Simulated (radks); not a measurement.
Q: The mean radii <r> (bohr) of the occupied orbitals of an atom or ion are listed with their occupations. Calculated with a radial shooting solver on a logarithmic mesh with Libxc functionals: non-relativistic Kohn-Sham, AM05, spin-unpolarised, spherical densities, point nucleus.

orbital  occ.     <r>
1s          2  0.1208
2s          2  0.6295
2p          6  0.6043
3s          2   2.554
3p          1   3.436

Name the element and its charge.

A: Z = 13, aluminium, charge 0: Al in [Ne] 3s2 3p1. The 1s radius gives Z: for a bare nucleus <r> = 1.5/Z, 0.1154 bohr for Z = 13, and screening makes it slightly larger (0.1208 here). The occupations add up to 13, and the charge is Z minus that.
